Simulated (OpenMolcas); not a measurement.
# W II: effect of the IPEA shift

```
Program             : OpenMolcas 26.06
Basis               : ANO-RCC-VTZP [8s7p5d3f2g1h]
Scalar Hamiltonian  : DKH2, point nucleus
Active space        : 5 electrons in 6 orbitals (5d 6s)
State averaging     : 2S+1 = 6 even, 6 roots; 2S+1 = 4 even, 81 roots; 2S+1 = 2 even, 130 roots (113 in the spin-orbit step)
Spin-orbit coupling : RASSI with atomic mean-field integrals over the reference wave functions, term energies averaged over their components
```

Methods on the same reference wave functions:
A. CASSCF
B. MS-CASPT2, IPEA 0 Eh, imaginary shift 0.1 Eh (closed shells correlated: 5s 5p)
C. MS-CASPT2, IPEA 0.25 Eh, imaginary shift 0.1 Eh (closed shells correlated: 5s 5p)

Energies in eV above 5d4 6s 6D 1/2, the measured ground level; measured values from NIST Handbook of Basic Atomic Spectroscopic Data.

```json
{"Level": "5d4 6s 6D 1/2", "A": "0.0000", "B": "0.0000", "C": "0.0000", "Measured": "0.0000"}
{"Level": "5d4 6s 6D 3/2", "A": "0.1589", "B": "0.2146", "C": "0.1920", "Measured": "0.1883"}
{"Level": "5d4 6s 6D 5/2", "A": "0.3535", "B": "0.438", "C": "0.403", "Measured": "0.3933"}
{"Level": "5d4 6s 6D 7/2", "A": "0.5521", "B": "0.621", "C": "0.591", "Measured": "0.5847"}
{"Level": "5d4 6s 6D 9/2", "A": "0.7524", "B": "0.769", "C": "0.758", "Measured": "0.7621"}
{"Level": "5d5 6S 5/2 [72 %]", "A": "1.0317", "B": "0.930", "C": "0.971", "Measured": "0.9200"}
{"Level": "5d4 6s 4P 1/2(1) [59 %]", "A": "1.5430", "B": "1.069", "C": "1.196", "Measured": ""}
{"Level": "5d4 6s 4P 3/2(1) [51 %]", "A": "1.7576", "B": "1.215", "C": "1.364", "Measured": ""}
{"Level": "5d4 6s 4F 3/2(1) [65 %]", "A": "2.0803", "B": "1.377", "C": "1.542", "Measured": ""}
{"Level": "5d4 6s 4D 1/2(1) [64 %]", "A": "2.2580", "B": "1.634", "C": "1.765", "Measured": ""}
{"Level": "5d4 6s 4D 3/2(1) [69 %]", "A": "2.4644", "B": "1.862", "C": "1.995", "Measured": ""}
{"Level": "5d4 6s 4H 11/2 [50 %]", "A": "2.6245", "B": "2.288", "C": "2.374", "Measured": ""}
{"Level": "5d4 6s 4H 13/2", "A": "2.8909", "B": "2.565", "C": "2.636", "Measured": ""}
{"Level": "5d4 6s 2F 5/2(1) [56 %]", "A": "3.1278", "B": "2.454", "C": "2.657", "Measured": ""}
{"Level": "5d4 6s 4D 3/2(2) [56 %]", "A": "3.5660", "B": "2.839", "C": "3.022", "Measured": ""}
{"Level": "5d4 6s 4F 5/2(2) [54 %]", "A": "3.6475", "B": "2.645", "C": "2.809", "Measured": ""}
{"Level": "5d4 6s 4D 5/2(2) [59 %]", "A": "3.7170", "B": "3.032", "C": "3.208", "Measured": ""}
{"Level": "5d4 6s 2H 11/2(1) [61 %]", "A": "3.7832", "B": "2.975", "C": "3.214", "Measured": ""}
{"Level": "5d5 4G 5/2 [55 %]", "A": "4.0110", "B": "3.436", "C": "3.519", "Measured": ""}
{"Level": "5d4 6s 2I 11/2 [60 %]", "A": "4.1109", "B": "3.518", "C": "3.653", "Measured": ""}
{"Level": "5d4 6s 2I 13/2", "A": "4.2217", "B": "3.721", "C": "3.819", "Measured": ""}
```

Deviations, from unrounded energies. A percentage is the sum of absolute deviations over the sum of measured energies, with the sign that they share, or ± where signs differ.

```
                  Against measurement  Levels      A     B     C
       mean absolute deviation (cm-1)       5    360   200   120
fine structure of the ground term (%)       4   -5.8  +5.9  ±1.3
             other configurations (%)       1  +12.1  +1.1  +5.6
```

C lies closest to measurement on these levels and A furthest from it. The largest miss of C in the table is 5d5 6S 5/2 [72 %], by +410 cm-1. The ranking rests on the paired levels alone, and a cruder setting can come out closer through cancelling errors.

Between B and C the level of the table that moves most is 5d4 6s 2H 11/2(1) [61 %], by 1900 cm-1 (lowest in B, highest in C). Moves below CASPT2's spread within the term are not significant.

The mean deviations of B to C differ by less than CASPT2's widest spread within a term (580 cm-1), so their order carries little weight.

From A to B the spin-free energies of the other terms of 5d4 6s shown, above 6D, scale by factors of 0.55 to 0.82.

The lowest spin-free term lies below A's lowest term by 0.318 hartree in B, 0.306 hartree in C.

Term energies are means over components that CASPT2 splits; among the terms shown or strongly mixed into the levels shown the widest spread is 580 cm-1 (5d4 6s 2H(1), C). Over all roots computed the reference weight is 0.87 to 0.93 in B; the roots of lowest weight are the least certain, and an intruder state may touch them. Some high roots are left out of the spin-orbit mixing, which shifts the levels that they would mix with. Configurations are named by rounded mean occupations; where the s occupation lies near a half they are strongly mixed, a name can repeat and a true partner stay unpaired. A single d shell beside an s shell can misplace configurations of different d count against each other. Without dynamic correlation excited terms often stand tens of per cent too high (terms of higher spin than the ground term too low), and those without a measured partner can miss by more than the paired ones (holds for A). Blocks of more than 70 roots (2S+1 = 4 even, 2 even) ran without multistate coupling (holds for B; C). Measured partners are found by configuration, term and J. A level has none where our copy of the source lacks it or the pairing is in doubt (some pairs that miss far off the trend of their configuration count as doubtful), and it then counts in no deviation. Only configurations of the active space appear. Levels that lie high or do not pair safely by name in every column are left out.

A share in square brackets marks a mixed level and gives the weight of the term that names it, the lowest over the columns. A number in round brackets counts repeated terms of one configuration in the order of the reference energies.
